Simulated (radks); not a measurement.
The table gives one normalised radial function P(r) = r R(r) of Al3+ in [He] 2s2 2p5 3s1 (r in bohr). Calculated with a radial shooting solver on a logarithmic mesh with Libxc functionals: scalar-relativistic Kohn-Sham, SCAN, spin-unpolarised, spherical densities, finite nucleus; meta-GGA in the generalised Kohn-Sham scheme; Fermi nuclear charge, rms radius 3.061 fm.

r              P
0.005477   0.0428
0.007788   0.0589
0.01107    0.0801
0.01575    0.1067
0.02239    0.1382
0.03184    0.1716
0.04527    0.1995
0.06437    0.2084
0.09153    0.1780
0.1301     0.0869
0.1865    -0.0757
0.2652    -0.2661
0.3771    -0.3887
0.5363    -0.3142
0.7625     0.0118
1.084      0.4661
1.542      0.7834
2.192      0.7090
3.117      0.3522
4.432      0.0826
6.302      0.0072

Which n and l does it have? It may be an empty orbital.

Answer. n = 3, l = 0: the number of nodes gives n - l - 1 = 2, the rise at small r (about r^(l+1)) gives l, and the extent must fit the shell. The curve is that of 3s. 3s: eigenvalue -37.801 eV, 2 radial nodes at r = 0.160, 0.755 bohr, <r> = 1.95 bohr, 90 % of the charge inside 2.86 bohr.
